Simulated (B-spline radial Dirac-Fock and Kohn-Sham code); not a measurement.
# Elastic and transport cross sections of carbon for electrons

Method: relativistic (Dirac) partial waves in the static field of the Dirac-Fock atom with Furness-McCarthy exchange, without polarisation or absorption potentials. Computed with a radial atomic solver. σ_tr1 and σ_tr2 weight the cross section with 1 − P₁ and 1 − P₂ of cos θ; "backward" is the share scattered beyond 90°.

```
energy (eV)  σ (a₀²)  σ_tr1 (a₀²)  σ_tr2 (a₀²)  σ/σ_tr1  backward (%)
      12200    0.186      0.00163      0.00403      114         0.078
      16600    0.139     0.000931      0.00233      149         0.056
      18600    0.124     0.000758      0.00191      164         0.049
      20000    0.116     0.000664      0.00167      175         0.046
      21900    0.107     0.000564      0.00143      189         0.041
      25000   0.0944     0.000444      0.00113      213         0.036
      30000   0.0798     0.000319     0.000816      250         0.029
      33400   0.0724     0.000263     0.000674      275         0.026
      36700   0.0665     0.000222     0.000571      300         0.023
      47800   0.0527     0.000138     0.000358      381         0.017
      48700   0.0518     0.000134     0.000347      388         0.017
      50000   0.0506     0.000127     0.000331      397         0.016
      57200   0.0451     0.000100     0.000262      450         0.014
      64800        ?            ?            ?        ?             ?
      74600   0.0362     6.27e-05     0.000165      577         0.010
      94200   0.0301     4.16e-05     0.000110      722        0.0075
      99000   0.0290     3.82e-05     0.000101      758        0.0071
     100000   0.0287     3.75e-05     9.97e-05      765        0.0070
     101000   0.0285     3.69e-05     9.81e-05      773        0.0069
     116000   0.0257     2.90e-05     7.75e-05      885        0.0058
     123000   0.0247     2.63e-05     7.02e-05      939        0.0053
     145000   0.0220     1.98e-05     5.33e-05     1110        0.0043
     200000   0.0179     1.16e-05     3.14e-05     1540        0.0027
     300000   0.0143     5.98e-06     1.64e-05     2400        0.0015
```

**Question.** Fill in the row for 64.8 keV.

**Answer.** σ = 0.0406 a₀², σ_tr1 = 8.03e-05 a₀², σ_tr2 = 0.000211 a₀², σ/σ_tr1 = 506, backward 0.012 %. The ratio σ/σ_tr1 is roughly the number of elastic collisions that randomise the direction.
